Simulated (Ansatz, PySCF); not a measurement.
BHN, SMILES B=[N] (connectivity only; charge and spin as stated), charge -1, multiplicity 1. Atoms are numbered in the order given.

```xyz
3

B      0.0000     0.0000    -0.5969
N      0.0000     0.0000     0.6646
H      0.0000     0.0000    -1.7813
```
Charge -1, spin multiplicity 1.

Geometry optimised at B3LYP-D3(BJ)/def2-TZVPD. The multiplicity is an assumed one; other spin states were not compared. The isomer is the one that the SMILES or the coordinates give; other isomers of the formula were not compared.

Two levels are set side by side: PBE-D3(BJ)/def2-TZVPD (Ansatz, a first-principles code) and B3LYP-D3(BJ)/def2-TZVPD (PySCF). Each level has its own optimised geometry; the coordinates shown are those of the second. Frequencies come from the Hessian of PySCF at each geometry. Differences are taken from unrounded values.

```json
[
 {"quantity": "mean bond length (Å)", "B3LYP-D3(BJ)": "1.223", "PBE-D3(BJ)": "1.236", "PBE-D3(BJ) minus B3LYP-D3(BJ)": "0.013"},
 {"quantity": "bond B1–N2 (Å)", "B3LYP-D3(BJ)": "1.262", "PBE-D3(BJ)": "1.275", "PBE-D3(BJ) minus B3LYP-D3(BJ)": "0.014"},
 {"quantity": "bond B1–H3 (Å)", "B3LYP-D3(BJ)": "1.184", "PBE-D3(BJ)": "1.197", "PBE-D3(BJ) minus B3LYP-D3(BJ)": "0.012"},
 {"quantity": "highest harmonic wavenumber (cm⁻¹)", "B3LYP-D3(BJ)": "2730", "PBE-D3(BJ)": "2655", "PBE-D3(BJ) minus B3LYP-D3(BJ)": "-75"},
 {"quantity": "mean harmonic wavenumber (cm⁻¹)", "B3LYP-D3(BJ)": "1452", "PBE-D3(BJ)": "1396", "PBE-D3(BJ) minus B3LYP-D3(BJ)": "-55"},
 {"quantity": "zero-point energy (kcal/mol)", "B3LYP-D3(BJ)": "8.30", "PBE-D3(BJ)": "7.99", "PBE-D3(BJ) minus B3LYP-D3(BJ)": "-0.32"}
]
```

GGA bonds tend to be longer and softer than those of functionals with exact exchange. Differences between two approximate levels are no errors against the true value.
